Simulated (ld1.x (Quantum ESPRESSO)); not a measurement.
# Configuration tests for Pb (Z = 82) (TM)

* Element: lead
* Generator: ld1.x (Quantum ESPRESSO) 7.5
* Type: norm-conserving Troullier–Martins (Kleinman–Bylander form)
* Functional: PBEsol
* Relativity: fully relativistic
* Frozen core: [Xe] 4f14
* Valence charge: 14
* Reference configuration: 5d10 6s2 6p1 (charge +1)
* Partial waves: 6s (bound): rc 1.75 bohr; 6p (bound): rc 2.75 bohr; 5d (bound): rc 2.00 bohr; 5f channel at 0.3 Ry: rc 2.75 bohr
* Local potential: all-electron potential smoothed inside 2.25 bohr (lloc = -1)
* Core correction: a·sin(br)/r model core, default radius (core density twice the valence density)

Open shells are filled in proportion to 2j + 1 (rel_dist='average').

Energies are relative to the spin-unpolarised reference configuration 5d10 6s2 6p1; without spin polarisation the order of configurations can differ from experiment.

```tsv
valence configuration	charge	ΔE all-electron (eV)	error AE − PS (meV)
5d10 6s2 6p2	0	-6.721	+1.4
5d10 6s2 6p0	+2	13.609	-2.7
5d10 6s1 6p0	+3	46.084	-13
5d10 6s1 6p2	+1	9.401	-1.3
5d10 6s0 6p4	0	10.825	-14
5d10 6s1 6p3	0	1.879	-4.7
5d9 6s2 6p3	0	12.347	-143
```

Levels in the configuration 5d9 6s2 6p3:

```tsv
level	all-electron (eV)	pseudo (eV)
5d j=3/2	-27.003	-27.203
5d j=5/2	-24.282	-24.467
6s j=1/2	-14.030	-14.016
6p j=1/2	-5.914	-5.892
6p j=3/2	-4.080	-4.036
```
